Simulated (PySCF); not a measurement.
**From computed data to an observable: chemical shift, span and skew from a shielding tensor**

C3H8Si2, SMILES C=C1C[SiH2][SiH2]1. Atoms are numbered in the order given.

```xyz
13

C     -1.5144     1.7162     0.4668
C     -0.6734     0.8310    -0.0908
C      0.8090     1.0662    -0.3826
Si     1.4197    -0.6447     0.2649
Si    -0.8209    -1.0583    -0.2768
H     -2.5429     1.4483     0.7273
H     -1.2042     2.7444     0.6912
H      1.2258     1.9888     0.0537
H      0.9857     1.0940    -1.4750
H      1.6713    -0.6110     1.7325
H      2.5873    -1.2584    -0.4288
H     -1.8050    -1.7558     0.5958
H     -1.0283    -1.4892    -1.6905
```

Geometry: TPSSh-D3(BJ)/def2-SVP. The structure was generated by enumeration, and PubChem lists no compound with its InChIKey, so it may never have been made.

GIAO shieldings from PBE0/pcSseg-1 (PySCF), non-relativistic, no solvent. The symmetric part of the tensor of Si4 has the principal values 382.2, 426.6, 455.9 ppm. The same nucleus in TMS has σ = 352.7 ppm at this level (PySCF, at its B3LYP-D3(BJ)/def2-TZVP geometry).

### Question
Work out the isotropic shielding, the ²⁹Si shift against TMS, the span and the skew.

### Answer

σ(iso) = (σ11 + σ22 + σ33)/3 = 421.6 ppm. δ = σ(ref) − σ(iso) = 352.7 − (421.6) = -68.9 ppm.
Span Ω = σ33 − σ11 = 73.7 ppm. Skew κ = 3(σ(iso) − σ22)/Ω = -0.20. Tumbling in solution averages the tensor to δ; in a static solid the shielding alone would spread this spin-1/2 line over Ω.
